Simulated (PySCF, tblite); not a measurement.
C2H9FN2Si2.
SMILES with atom numbers: `[NH2:1][Si@@:2]1([F:3])[CH2:4][CH2:5][NH:6][SiH2:7]1` (hydrogens: H8, H9 on N1; H10, H11 on C4; H12, H13 on C5; H14 on N6; H15, H16 on Si7)

Structure used (GFN2-xTB), in Å, numbered top down from 1:
```xyz
16
C2H9FN2Si2 angstrom
N      2.4973   -0.8600    0.2438
Si     1.0719   -0.1714   -0.4376
F      1.3976   -0.3110   -2.0258
C     -0.4350   -1.2632   -0.0100
C     -1.6815   -0.3823   -0.0954
N     -1.4269    0.9288    0.4870
Si     0.0138    1.7910    0.0951
H      3.3762   -0.6513   -0.1998
H      2.6064   -0.8932    1.2426
H     -0.5545   -2.1242   -0.6647
H     -0.3371   -1.6415    1.0071
H     -2.5132   -0.8447    0.4469
H     -1.9879   -0.2938   -1.1489
H     -2.2776    1.4161    0.7201
H      0.3727    2.5249    1.3151
H     -0.1298    2.7849   -0.9870
```

Method used: PBE0/def2-SVPD in PySCF (dipole) on a GFN2-xTB geometry, gas phase.

Masses are those of the commonest isotopes; rigid-rotor values at the optimised geometry. The values belong to one conformer with, in the numbering `[NH2:1][Si@@:2]1([F:3])[CH2:4][CH2:5][NH:6][SiH2:7]1`, H–N1–Si2–F3 39° and 178°, N1–Si2–C4–C5 157°, Si2–C4–C5–N6 -41°, C4–C5–N6–Si7 46°, C5–N6–Si7–Si2 -24°.

(1) What are A, B and C (cm⁻¹)?

(2) What kind of rotor is it?

(3) Is it planar, by Δ = Ic − Ia − Ib?

(4) Give the other two planar moments, Paa and Pbb, and the rms extents of the mass along the axes.

(5) List the rotational levels J(Ka,Kc) to J = 2 (cm⁻¹).

(6) Which types of transition are allowed, and where do some lines up to J = 2 fall?

(7) Estimate the classical rotational partition function at 100 K, 200 K and 298.15 K.

## Answers

(1) Ia = 197.67, Ib = 355.01, Ic = 416.09 u·Å²; 505379 MHz·u·Å²/I gives 2557, 1424 and 1215 MHz, that is A = 0.08528, B = 0.04748, C = 0.04051 cm⁻¹.

(2) An asymmetric top; Ray's κ = -0.689.

(3) Not planar: Δ = Ic − Ia − Ib = -136.60 u·Å². For a rigid frame Δ = −2 Σ m c², so Σ m c² = 68.30 u·Å² lies off the ab plane: 12.00 from hydrogen and 56.30 from heavier atoms. The atom farthest from that plane is 2.15 Å away.

(4) Paa = Σ m a² = (Ib + Ic − Ia)/2 = 286.71 and Pbb = Σ m b² = (Ia + Ic − Ib)/2 = 129.37 u·Å². With the mass M = 136.03 u, the rms extents √(P/M) along a, b and c are 1.45, 0.98, 0.71 Å.

(5) Above 0(0,0):
J = 1: 1(0,1) 0.0880, 1(1,1) 0.1258, 1(1,0) 0.1328
J = 2: 2(0,2) 0.2631, 2(1,2) 0.2948, 2(1,1) 0.3157, 2(2,1) 0.4291, 2(2,0) 0.4300
Those of J = 1 are B + C, A + C and A + B.

(6) The dipole components are |μa| = 0.94 D, |μb| = 0.02 D, |μc| = 1.70 D. The squared components, which scale the intensities, stand as 0.31 : 0.00 : 1.00 (a : b : c). Some lines, for components of 0.1 D or more:

```
type  branch         J(Ka,Kc)   MHz  lower level (cm⁻¹)
   a       Q  2(1,1) ← 2(1,2)   627               0.295
   c       Q  2(1,2) ← 2(0,2)   950               0.263
   c       Q  1(1,1) ← 1(0,1)  1133               0.088
   a       R  1(0,1) ← 0(0,0)  2638               0.000
   c       Q  2(2,1) ← 2(1,1)  3399               0.316
   c       R  1(1,0) ← 0(0,0)  3980               0.000
   a       R  2(1,2) ← 1(1,1)  5067               0.126
   a       R  2(0,2) ← 1(0,1)  5250               0.088
   a       R  2(1,1) ← 1(1,0)  5485               0.133
   c       R  2(1,1) ← 1(0,1)  6827               0.088
   c       R  2(2,0) ← 1(1,0)  8911               0.133
   c       R  2(2,1) ← 1(1,1)  9094               0.126
```

(7) Point group C1, symmetry number σ = 1; q = (√π/σ)·√((kT/h)³/(ABC)), k/h = 20836.6 MHz/K: 80200 at 100 K, 227000 at 200 K, 413000 at 298.15 K.

Its GFN2-xTB frequencies are all real (lowest 71 cm⁻¹). No vibrational averaging or centrifugal distortion is included, and the geometry carries the error of its method. A rigid rotor knows nothing of inversion at nitrogen, which can split or shift real lines. Quadrupole hyperfine structure (14N) is left out.
